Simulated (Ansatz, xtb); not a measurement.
Isomers of C7H5ClO2 in order of energy

3 gas-phase structures of C7H5ClO2, from a drawn sample of its isomers (lower ones may exist). Each was relaxed with GFN2-xTB:

A. `O=C(O)c1ccccc1Cl`, a singlet
B. `O=C(O)c1cccc(Cl)c1`, a singlet
C. `O=C(O)c1ccc(Cl)cc1`, a singlet

Q: Estimate their order in r2SCAN-D4/def2-SVP energy at these geometries, lowest first.

A: Calculated order at r2SCAN-D4/def2-SVP: C (0.0), B (3.1), A (24.8) kJ/mol. Less than 1 kcal/mol parts C and B, so the order within that pair means little.

Energies above the lowest of each column, in kJ/mol; the last columns are at PBE-D3(BJ)/def2-SVP geometries:

```tsv
structure	GFN2-xTB	HF/STO-3G	r2SCAN-D4/def2-SVP	PBE-D3(BJ)/def2-SVP	CCSD(T)/def2-SVP + ΔMP2/def2-TZVPP
C	0.0	0.0	0.0	0.0	0.0
B	2.6	0.9	3.1	2.8	2.0
A	12.1	19.4	24.8	21.5	23.6
```

Every level run on C puts it lowest or level with the lowest. Flexible structures stand in one conformer each, not always the lowest. A keeps a small imaginary mode. ΔMP2 is the change of the MP2 energy from the smaller to the larger basis.

Programs: Ansatz 0.2.0, xtb 6.7.1.
